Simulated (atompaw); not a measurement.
## u(r) = r·R(r): atom against pseudo-atom (Hf (Z = 72))

Columns: radius, all-electron u(r) and pseudo u(r) of the 6p shell (level -6.52 eV) of hafnium in the configuration [Kr] 4d10 4f14 5s2 5p6 5d2 6s1 6p0; LDA (PW92), scalar-relativistic, PAW (atompaw) scheme, atompaw 4.2.0.5.

```tsv
r (bohr)	all-electron	pseudo
0.115	-0.0716	-0.0003
0.231	-0.0108	-0.0013
0.346	0.1362	-0.0028
0.462	0.1192	-0.0046
0.577	0.0090	-0.0063
0.692	-0.1095	-0.0076
0.808	-0.1978	-0.0079
0.923	-0.2448	-0.0067
1.038	-0.2548	-0.0031
1.154	-0.2356	0.0037
1.269	-0.1957	0.0145
1.385	-0.1417	0.0301
1.500	-0.0801	0.0511
1.615	-0.0148	0.0781
1.731	0.0516	0.1114
1.846	0.1159	0.1502
1.962	0.1777	0.1941
2.077	0.2349	0.2410
2.192	0.2875	0.2889
2.308	0.3356	0.3357
2.423	0.3782	0.3782
2.538	0.4157	0.4157
2.654	0.4485	0.4485
2.769	0.4763	0.4763
2.885	0.4998	0.4998
3.000	0.5187	0.5187
```

Question: How many radial nodes do the two functions have?

Answer: The all-electron 6p function has n − l − 1 = 4 (the table is too coarse to show those close to the nucleus); the pseudo-wave has 1, since 1 lower shell of the same l stays in the valence.

Question: At about which radius was the pseudo-wave matched?

Answer: 2.40 bohr, where the columns begin to agree (steps of 0.12 bohr).

Question: Is the pseudo-wave norm-conserving?

Answer: No, it belongs to a PAW set: the norm inside the radius is not constrained, and the difference is carried by the augmentation charge.
